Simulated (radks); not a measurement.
Values are calculated unless marked as measured or tabulated.
The tellurium anion Te2-, [Xe], held by a Watson sphere: a shell of charge +2 at radius R that stands for the Madelung well of a crystal (potential energy -2/R inside, -2/r outside, in hartree with lengths in bohr). Code: a radial shooting solver on a logarithmic mesh with Libxc functionals. Model: scalar-relativistic Kohn-Sham, LDA (Slater exchange, Perdew-Wang correlation), spin-unpolarised, spherical densities, point nucleus. Response by self-consistent Sternheimer equations with the Hartree and adiabatic LDA kernel, the relativistic mass of each level held fixed and spin-orbit coupling left out. The sphere does not respond.

R (bohr)  e(4d) (eV)  e(5s) (eV)  e(5p) (eV)  <r> 5p (bohr)  sum of <r^2> (bohr^2)  X-ray form factor at sin(theta)/lambda = 0.2 1/angstrom  alpha (bohr^3)
2.98         -40.137     -15.326      -6.733          2.749                  82.07                                                   41.574           53.46
3.49         -39.533     -14.372      -5.982          2.871                  87.43                                                   41.523           67.99
3.51         -39.512     -14.338      -5.953          2.875                  87.64                                                   41.522           68.63
4.85         -38.256     -12.530      -4.225          3.128                  100.3                                                   41.532           125.6
4.95         -38.173     -12.425      -4.115          3.143                  101.2                                                   41.535           131.1
4.98         -38.149     -12.394      -4.083          3.148                  101.4                                                   41.535           132.8
5.63         -37.651     -11.789      -3.442          3.241                  107.0                                                   41.552           174.5
